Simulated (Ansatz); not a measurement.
Z-matrix (Å, degrees):
```
Si
O 1 1.590
O 1 1.631 2 117.9
H 1 1.481 2 113.5 3 125.7
Si 2 1.687 1 159.0 3 7.9
H 3 0.960 1 119.1 2 -44.4
H 5 1.506 2 105.0 1 36.3
H 5 1.501 2 104.1 1 145.4
```

Charge 0, multiplicity 1. The bonds changed during the relaxation, so this is another structure than the one it started from.

Q: List the B3LYP/def2-TZVPP orbital energies in eV (Ansatz 0.2.0). (Best estimate.)

A: Computed: Occupied: -1800.60, -1799.07, -521.62, -521.59, -144.98, -143.48, -100.34, -100.30, -100.26, -98.86, -98.76, -98.75, -28.53, -27.70, -16.71, -15.42, -12.33, -11.97, -11.41, -11.20, -10.45, -10.23, -8.58, -5.02. Lowest empty: -3.36, -0.22, 0.24, 1.47, 1.61, 1.77, 2.25, 2.41.

B3LYP here is the variant with VWN-RPA as its local correlation; programs differ in this.
